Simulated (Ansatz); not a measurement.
`C=C=[N][SbH2]` + NH₃ → `[NH2][SbH2]` + `C=C=N` at 600 K and 1 bar (ligand exchange at the Sb–N bond).

Gas-phase electronic energies from Ansatz, PBE0-D4/def2-TZVP geometries. CBS: MP2 limit from def2 TZ/QZ plus the TZ coupled-cluster correction, frozen cores. This one scheme is used for every species. Elements past krypton have def2 core potentials. For Sb outer-core shells are correlated without core-valence functions, which leaves a few kJ/mol of doubt a bond. Each species was taken in one conformer, which may not be the lowest.

| species | CCSD(T)/CBS energy (Eh) | H − E (kJ/mol) | S (J/(mol·K)) |
| --- | --- | --- | --- |
| `C=C=[N][SbH2]` | -373.15774 | 176.4 | 405.4 |
| NH₃ | -56.50880 | 112.4 | 219.5 |
| `[NH2][SbH2]` | -297.10356 | 138.6 | 330.5 |
| `C=C=N` | -132.55079 | 148.0 | 296.9 |

H − E and S are ideal-gas, rigid-rotor, harmonic terms from PBE0-D4/def2-TZVP, for one conformer and one mirror image of each species. 1 Eh = 2625.50 kJ/mol, R = 8.31446 J/(mol·K).

Task: By hand: ΔE, ΔH, ΔS and ΔG.

Result: ΔE = (-297.10356) + (-132.55079) − (-373.15774) − (-56.50880) = 0.01219 Eh = 32.0 kJ/mol. Δ(H − E) = 138.6 + 148.0 − 176.4 − 112.4 = -2.2, so ΔH = 29.8 kJ/mol. ΔS = 330.5 + 296.9 − 405.4 − 219.5 = 2.5 J/(mol·K). ΔG = 29.8 − 600 × (2.5)/1000 = 28.3 kJ/mol.

Task: By hand: the equilibrium constant, and the temperature at which ΔG would vanish if ΔH and ΔS stayed fixed.

Result: log₁₀ K = −ΔG/(RT ln 10) = -2.5. ΔG = 0 at ΔH/ΔS = 11920 K, far beyond where these terms or the molecules hold.

The number of gas molecules stays the same, so ΔS is small and ΔH decides. A doubt of 5 kJ/mol in ΔE shifts log₁₀ K by 0.4 here. Other conformers and mirror images would add mixing entropy, several J/(mol·K) or more a flexible species. These are equilibria of isolated gas molecules and say nothing of rates. Largest T1 diagnostic: 0.015 (customary marks: 0.02 for closed shells, 0.045 for open ones).
